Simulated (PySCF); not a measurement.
## Ionisation energy of Se⁺ by level of theory

Se⁺ [Ar] 3d10 4s2 4p3 (4S) → Se²⁺ [Ar] 3d10 4s2 4p2 (3P), as a difference of total energies. All numbers are calculated (PySCF 2.14, the spin-free X2C one-electron Hamiltonian (Gaussian nucleus), in Sapporo-DKH3-DZP-2012 (6s5p3d1f, 43 functions)). Correlated levels: valence: [Ar] 3d10 frozen. The calculations carry no spin-orbit coupling.

| method | ionisation energy (eV) | difference from reference (eV) |
| --- | --- | --- |
| UHF | 20.894 | -0.302 |
| M06-L | 21.138 | -0.058 |
| LDA | 21.519 | +0.323 |
| MP2 (valence) | 21.280 | +0.084 |
| SCS-MP2 (valence) | 21.154 | -0.042 |
| CCSD (valence) | 21.236 | +0.040 |
| CCSD(T) (valence) | 21.241 | +0.045 |

Reference: 21.196 ± 0.01 eV (measured; NIST Atomic Spectra Database, ionization energies).

The reference lies between the lowest fine-structure levels, while these numbers refer to the centres of the terms.

Errors of the correlated levels include the incompleteness of this basis and the frozen core.
